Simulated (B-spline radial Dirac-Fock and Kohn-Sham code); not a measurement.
# Dipole and non-dipole photoemission parameters of Ca²⁺ 3s

System: calcium as Ca²⁺ in the configuration 1s2 2s2 2p6 3s2 3p6; threshold 68.69 eV (orbital energy of the model). Method: Dirac-Hartree-Slater photoionisation with a Latter tail; cross sections with all multipoles, angular parameters from the dipole term and its interference with E2. Computed with a radial atomic solver.

For linearly polarised light dσ/dΩ = σ/(4π) [1 + β P₂(cos θ) + (δ + γ cos²θ) sin θ cos φ], with θ from the polarisation vector and φ the angle between the beam and the projection of the electron momentum on the plane normal to the polarisation.

| hν (eV) | σ (kb) | β | γ |
| --- | --- | --- | --- |
| 101 | 377 | 1.999 | 0.200 |
| 187 | 187 | 2.000 | 0.129 |
| 200 | 171 | 2.000 | 0.115 |
| 300 | 91.8 | 2.000 | 0.023 |
| 373 | 64.0 | 2.000 | -0.015 |
| 387 | ? | ? | ? |
| 400 | 56.9 | 2.000 | -0.024 |
| 403 | 56.2 | 2.000 | -0.025 |
| 444 | 47.6 | 2.000 | -0.035 |
| 485 | 40.8 | 2.000 | -0.041 |
| 800 | 16.3 | 2.000 | -0.015 |
| 1080 | 9.15 | 2.000 | 0.054 |
| 1253.6 | 6.79 | 2.000 | 0.104 |
| 1270 | 6.62 | 2.000 | 0.109 |
| 1360 | 5.76 | 2.000 | 0.136 |
| 2150 | 2.19 | 2.000 | 0.374 |
| 2610 | 1.42 | 2.000 | 0.503 |
| 2984.4 | 1.05 | 2.000 | 0.603 |
| 4220 | 0.465 | 2.000 | 0.898 |
| 5250 | 0.272 | 2.000 | 1.111 |
| 6840 | 0.140 | 2.000 | 1.398 |
| 7440 | 0.112 | 2.000 | 1.496 |
| 7650 | 0.105 | 2.000 | 1.529 |
| 8270 | 0.0854 | 2.000 | 1.624 |
| 9251.7 | 0.0636 | 1.999 | 1.767 |
| 9790 | 0.0547 | 1.999 | 1.842 |
| 11600 | 0.0347 | 1.999 | 2.079 |
| 12000 | 0.0316 | 1.999 | 2.129 |

Question: Give the values at 387 eV.

Answer: σ = 60.2 kb, β = 2.000, γ = -0.020. For an s subshell δ is negligible.
